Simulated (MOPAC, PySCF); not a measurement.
H₅BSi₂, SMILES `B[SiH]=[SiH2]`, neutral singlet in the gas phase. 

Z-matrix (Å, degrees):
```
Si
H 1 1.4827
B 1 1.9391 2 128.48
H 3 1.1939 1 123.38 2 -0.06
H 3 1.1953 4 119.84 1 179.91
Si 1 2.1573 2 117.27 3 -179.93
H 6 1.4808 1 120.21 2 -179.75
H 6 1.4826 7 112.51 1 -179.93
```
Charge 0, spin multiplicity 1.

All levels are single points at this geometry (PBE0-D3(BJ)/def2-TZVP); Pople sets use spherical d functions. Orbital energies aren't observables, and empty levels follow the basis.

| level | HOMO (eV) | LUMO (eV) | gap (eV) | dipole (D) | vertical IE, Delta-SCF (eV) |
|---|---|---|---|---|---|
| PBE0-D3(BJ)/def2-TZVP in PySCF | -6.33 | -2.90 | 3.43 | 1.31 | – |
| B3LYP/3-21G in PySCF | -6.21 | -2.95 | 3.26 | 1.17 | – |
| B3LYP/6-31G* in PySCF | -6.03 | -2.84 | 3.18 | 1.11 | 8.14 |
| B3LYP/LANL2DZ in PySCF | -6.29 | -3.02 | 3.26 | 1.20 | – |
| BP86/6-31G* in PySCF | -5.62 | -3.58 | 2.05 | 1.21 | – |
| M06-2X/6-31G* in PySCF | -6.96 | -1.98 | 4.97 | 0.97 | – |
| PBE/6-31G* in PySCF | -5.54 | -3.50 | 2.04 | 1.22 | 8.24 |
| SVWN5/6-31G* in PySCF | -5.65 | -3.66 | 1.99 | 1.30 | 8.45 |
| HF/6-31G* in PySCF | -7.53 | 0.32 | 7.85 | 0.86 | 6.87 |
| HF/STO-3G in PySCF | -3.81 | 5.03 | 8.84 | 1.59 | – |
| AM1 in MOPAC | -8.71 | -2.20 | 6.51 | 0.84 | – |
| PM3 in MOPAC | -8.34 | -1.94 | 6.40 | 1.77 | – |
| PM7 in MOPAC | -8.38 | -2.14 | 6.24 | 1.69 | – |
